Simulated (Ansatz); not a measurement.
Reaction (ligand exchange at the Si–N bond): `O[SiH](F)N[SiH2]F` + `C[SiH](O)O` → `C[Si@H](O)O[Si@@H](O)F` + `N[SiH2]F`

Calculated with Ansatz (gas phase, PBE0-D4/def2-TZVP geometries, no zero-point term in ΔE). CCSD(T)/CBS adds triple-zeta CCSD(T) − MP2 to the extrapolated MP2 energy (def2 sets, frozen cores). Functionals use def2-TZVPP. B3LYP here is the variant with VWN-RPA as its local correlation; programs differ in this. One conformer a species, not always the lowest.

(1) Is it downhill or uphill in electronic energy at CCSD(T)/CBS, and by how much? (Best estimate.)

(2) What do these levels give: PBE-D4, r2SCAN-D4, r2SCAN, B3LYP, HF/def2-TZVPP, MP2/def2-TZVPP, CCSD(T)/def2-TZVPP, HF/def2-QZVPP, SCS-MP2/def2-QZVPP, HF/CBS(def2), MP2/CBS(def2), CCSD/CBS(def2)? (An estimate is asked.)

Largest T1 diagnostic among the species: 0.012.

Results:

(1) Computed: Downhill: ΔE = -15.9 kcal/mol.

(2) Computed: PBE-D4 -15.0, r2SCAN-D4 -16.3, r2SCAN -16.1, B3LYP -16.0, HF/def2-TZVPP -17.3, MP2/def2-TZVPP -15.8, CCSD(T)/def2-TZVPP -15.9, HF/def2-QZVPP -17.4, SCS-MP2/def2-QZVPP -16.0, HF/CBS(def2) -17.4, MP2/CBS(def2) -15.8, CCSD/CBS(def2) -16.0 kcal/mol.

In def2-TZVPP, CCSD(T) changes the Hartree–Fock value by +1.4 kcal/mol (the triples alone add +0.2 kcal/mol) and MP2 by +1.5 kcal/mol. The D4 term adds −0.8 kcal/mol with B3LYP and −0.5 kcal/mol with PBE0; it sums over pairs of atoms, weighted by their polarisabilities, and B3LYP, whose exchange is more repulsive, gets the larger term.
